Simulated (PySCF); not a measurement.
SMILES c1(C)ccccc1C(C)C at its GFN2-xTB optimised geometry (Å):

```
24

C     -1.7963    -1.7855    -0.0046
C     -0.9973    -0.5134     0.0000
C     -1.6724     0.7015     0.0036
C     -0.9946     1.9060     0.0061
C      0.3881     1.9068     0.0035
C      1.0701     0.7049     0.0000
C      0.4006    -0.5134     0.0000
C      1.2040    -1.7953    -0.0076
C      2.0230    -1.9072    -1.2962
C      2.1110    -1.8798     1.2225
H     -1.5682    -2.3861    -0.8844
H     -2.8603    -1.5611    -0.0138
H     -1.5831    -2.3829     0.8813
H     -2.7537     0.7018     0.0043
H     -1.5429     2.8367     0.0093
H      0.9341     2.8389     0.0042
H      2.1501     0.7178    -0.0034
H      0.5220    -2.6474     0.0271
H      2.5573    -2.8548    -1.3218
H      2.7499    -1.1020    -1.3670
H      1.3701    -1.8541    -2.1651
H      2.6246    -2.8389     1.2442
H      1.5234    -1.7810     2.1329
H      2.8603    -1.0925     1.2128
```

Level of theory: B3LYP/def2-SVP (PySCF). Cells within 0.4 Å of a nucleus heavier than hydrogen are left out (blank, or x).

Map of the deformation density (molecule minus spherical neutral atoms) (e/bohr³) on the plane z = 0.0 Å:

```
|2222222222222222222222222222222|
|2222222222222222222222222222222|
|2222222222222222222222222222222|
|2222222222222222222222222222222|
|2222222222111222111122222222222|
|2222222221111111111112222222222|
|2222222211342111243112222222222|
|2222222212794111488212222222222|
|2222222112586343586211222222222|
|22222221112xxx9xxx2111222222222|
|222222111137x676xx4111122222222|
|2222211222696111497222112222222|
|2222212564x8300027xx66211222222|
|222211299xxx100014xx99311222222|
|2222212454x8400037x444211222222|
|2222211211596222596211112222222|
|22222211112xxx77xx3111112222222|
|22222111112xxx88xx3101111222222|
|2222211222575232475201111222222|
|2222113654663111367311111122222|
|222211498xx3110123xx31111122222|
|222221244xx2111135xx31111122222|
|2222222211321112597211111122222|
|2222221111221111485111111222222|
|2222222111111111122111112222222|
|2222222221122221111111122222222|
|2222222222222222222222222222222|
|2222222222222222222222222222222|
|2222222222222222222222222222222|
|2222222222222222222222222222222|
|2222222222222222222222222222222|
```
Scale: ten equal steps from -0.031 (start of '0') to 0.106 (end of '9'), in the order '0123456789'; x runs from -5.00 to 5.00, y from -5.00 (bottom) to 5.00 (top).
